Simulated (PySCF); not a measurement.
# SrB⁺ at UHF

Level: UHF. basis Sr def2-SVP with ECP28, B def2-SVP; scalar-relativistic core potentials; PySCF 2.14.

```json
{"state": "³Π (triplet), unpaired electrons σ ↑, π ↑", "bond length": "0.2665 nm", "harmonic wavenumber": "397 cm⁻¹", "force constant": "0.907 mdyn/Å", "rotational constant Be": "0.2427 cm⁻¹", "anharmonicity ωexe": "5.58 cm⁻¹", "vibration–rotation constant αe": "0.00232 cm⁻¹", "well depth De to Sr⁺ + B": "0.37 eV", "dissociation energy D0": "0.35 eV", "bond order (Mayer)": "1.04", "dipole moment (positive dipole points towards B; it is taken about the centre of mass and depends on that origin)": "-7.16 D"}
```

Spin–orbit coupling is left out. For an ion De counts to the pair picked by the measured ionisation energies or electron affinities, which need not be the lowest pair at this level. Hartree–Fock leaves out correlation, which carries a large part of most bond energies and some tenths to 1 eV of ionisation energies. The state was picked by a PBE0 search and need not be the measured ground state.
